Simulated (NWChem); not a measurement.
Molecule: C2H9NSi; SMILES CN[SiH2]C

```xyz
13

Si    -0.5738    -0.6451     0.0956
C      0.9913    -1.6562    -0.1905
N     -0.3640     1.0129    -0.3840
C      0.5490     1.9501     0.2602
H     -1.6974    -1.1523    -0.7416
H     -0.9655    -0.8246     1.5328
H      1.8383    -1.2699     0.3888
H      1.2765    -1.6503    -1.2481
H      0.8339    -2.6971     0.1176
H     -1.1790     1.4671    -0.7793
H      0.1455     2.4074     1.1782
H      1.4765     1.4335     0.5313
H      0.8239     2.7598    -0.4276
```
Atoms are numbered in this order, from 1.

All runs: NWChem. Coordinates come from a B3LYP/6-31G* (spherical d) optimisation. Level: PBE/def2-SVP with SMD (1 M gas to 1 M solution), gas-phase geometry. Reactions with the solvent are ignored.

| solvent | dielectric constant | solvation free energy (kcal/mol) | cavity-dispersion-structure term (kcal/mol) | dipole in solution (D) |
|---|---|---|---|---|
| water | 78.4 | 1.1 | 3.9 | 1.25 |
| n-hexane | 1.88 | -1.8 | -0.6 | 1.07 |
| chlorobenzene | 5.70 | -2.3 | -0.1 | 1.19 |
| toluene | 2.37 | -1.9 | -0.3 | 1.11 |
| chloroform | 4.71 | -2.6 | -0.4 | 1.17 |
